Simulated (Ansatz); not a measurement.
Gas-phase electronic energies from Ansatz, PBE0-D4/def2-TZVP geometries. CCSD(T)/CBS is the MP2 limit (def2-TZVPP, def2-QZVPP) plus CCSD(T) − MP2 in def2-TZVPP, frozen cores. Functionals use def2-TZVPP. One conformer a species, not always the lowest.

Reaction (ligand exchange at the Si–O bond): `F[SiH2]O[SiH2]Cl` + `F[Si](F)(S)Cl` → `F[Si](F)(Cl)S[SiH2]Cl` + `O[SiH2]F`

```json
{"level": "PBE", "ΔE (kcal/mol)": "10.2"}
{"level": "CCSD(T)/def2-TZVPP", "ΔE (kcal/mol)": "13.9"}
```

**Question.** What does CCSD(T)/CBS give? (Estimate.)

**Answer.** Ansatz gave: +13.0 kcal/mol. The listed levels differ from it by -2.8, 0.9 kcal/mol.

Largest T1 diagnostic among the species: 0.011.

In def2-TZVPP, CCSD(T) changes the Hartree–Fock value by −5.8 kcal/mol (the triples alone add −1.2 kcal/mol) and MP2 by −7.1 kcal/mol. From PBE to PBE0 (25 % exact exchange), in def2-TZVPP and without D4, ΔE moves by +1.2 kcal/mol.

CCSD(T)/CBS has its own doubt, a few kJ/mol and more with outer-core shells, so smaller differences from it don't rank the levels.
